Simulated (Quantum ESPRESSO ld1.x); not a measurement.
Input file for ld1.x (Quantum ESPRESSO 7.5):

```
 &input
    zed=46.0,
    iswitch=1,
    rel=2,
    dft='SLA-VWN',
    config='[Kr] 4d7',
    rel_dist='average',
    lsmall=.true.,
    prefix='ld1',
    max_out_wfc=37,
    file_charge='ld1.rho',
 /
```

Command: `OMP_NUM_THREADS=1 ld1.x < ld1.in > ld1.out`

It prints (banner and zero overlaps left out):

```
     Program LD1 v.7.5 starts

     --------------------------- All-electron run ----------------------------

     dirac relativistic calculation

     atomic number is 46.00
     dft =SLA-VWN   lsd =0 sic =0 latt =0  beta=0.20 tr2=1.0E-14
     Exchange-correlation= SLA-VWN
                           (   1   2   0   0   0   0   0)
     mesh =2055 r(mesh) =  99.81901 a.u. xmin = -8.00 dx = 0.00800
     1 Ry =  13.60569312 eV, c = 137.03599908

     n l j   nl                  e(Ry)          e(Ha)          e(eV)
     Spin orbit split results
     1 0 0.5 1S 1( 2.00)     -1776.0012      -888.0006    -24163.7271
     2 0 0.5 2S 1( 2.00)      -261.9364      -130.9682     -3563.8265
     2 1 0.5 2P 1( 2.00)      -243.3324      -121.6662     -3310.7059
     2 1 1.5 2P 1( 4.00)      -231.6352      -115.8176     -3151.5581
     3 0 0.5 3S 1( 2.00)       -49.7004       -24.8502      -676.2089
     3 1 0.5 3P 1( 2.00)       -42.3510       -21.1755      -576.2149
     3 1 1.5 3P 1( 4.00)       -40.3110       -20.1555      -548.4588
     4 0 0.5 4S 1( 2.00)        -9.2642        -4.6321      -126.0453
     4 1 0.5 4P 1( 2.00)        -6.9614        -3.4807       -94.7141
     4 1 1.5 4P 1( 4.00)        -6.6190        -3.3095       -90.0567
     3 2 1.5 3D 1( 4.00)       -27.2489       -13.6245      -370.7406
     3 2 2.5 3D 1( 6.00)       -26.8416       -13.4208      -365.1988
     4 2 1.5 4D 1( 2.80)        -3.1025        -1.5513       -42.2117
     4 2 2.5 4D 1( 4.20)        -3.0598        -1.5299       -41.6305
     Averaged results
     1 0     1S 1( 2.00)     -1776.0012      -888.0006    -24163.7271
     2 0     2S 1( 2.00)      -261.9364      -130.9682     -3563.8265
     2 1     2P 1( 6.00)      -235.5343      -117.7671     -3204.6073
     3 0     3S 1( 2.00)       -49.7004       -24.8502      -676.2089
     3 1     3P 1( 6.00)       -40.9910       -20.4955      -557.7108
     4 0     4S 1( 2.00)        -9.2642        -4.6321      -126.0453
     4 1     4P 1( 6.00)        -6.7332        -3.3666       -91.6092
     3 2     3D 1(10.00)       -27.0045       -13.5023      -367.4155
     4 2     4D 1( 7.00)        -3.0769        -1.5384       -41.8630

     final scf error:  7.4E-15 reached in  24 iterations

     Etot =  -10079.615317 Ry,   -5039.807659 Ha, -137140.152804 eV

     Ekin =   10525.885001 Ry,    5262.942501 Ha,  143211.961175 eV
     Encl =  -24314.090262 Ry,  -12157.045131 Ha, -330810.050673 eV
     Eh   =    3984.670394 Ry,    1992.335197 Ha,   54214.202578 eV
     Exc  =    -276.080450 Ry,    -138.040225 Ha,   -3756.265884 eV

     normalization and overlap integrals

     s(1S/1S) =  1.000000  <r> =   0.0319  <r2> =    0.0014  r(max) =   0.0207
     s(2S/2S) =  1.000000  <r> =   0.1381  <r2> =    0.0225  r(max) =   0.1166
     s(2P/2P) =  1.000000  <r> =   0.1172  <r2> =    0.0169  r(max) =   0.0910
     s(2P/2P) =  1.000000  <r> =   0.1222  <r2> =    0.0182  r(max) =   0.0947
     s(3S/3S) =  1.000000  <r> =   0.3797  <r2> =    0.1651  r(max) =   0.3435
     s(3P/3P) =  1.000000  <r> =   0.3716  <r2> =    0.1607  r(max) =   0.3300
     s(3P/3P) =  1.000000  <r> =   0.3825  <r2> =    0.1700  r(max) =   0.3380
     s(4S/4S) =  1.000000  <r> =   0.9372  <r2> =    0.9949  r(max) =   0.8482
     s(4P/4P) =  1.000000  <r> =   1.0033  <r2> =    1.1515  r(max) =   0.8899
     s(4P/4P) =  1.000000  <r> =   1.0328  <r2> =    1.2200  r(max) =   0.9115
     s(3D/3D) =  1.000000  <r> =   0.3558  <r2> =    0.1512  r(max) =   0.2812
     s(3D/3D) =  1.000000  <r> =   0.3593  <r2> =    0.1540  r(max) =   0.2835
     s(4D/4D) =  1.000000  <r> =   1.2992  <r2> =    1.9930  r(max) =   1.0527
     s(4D/4D) =  1.000000  <r> =   1.3125  <r2> =    2.0337  r(max) =   1.0612

     ------------------------ End of All-electron run ------------------------
```

Run on one thread of a shared host, so times are rough (Intel(R) Xeon(R) Processor @ 2.60GHz): 0.6 s of CPU time, 0.63 s wall, 24 iterations on 2055 mesh points.
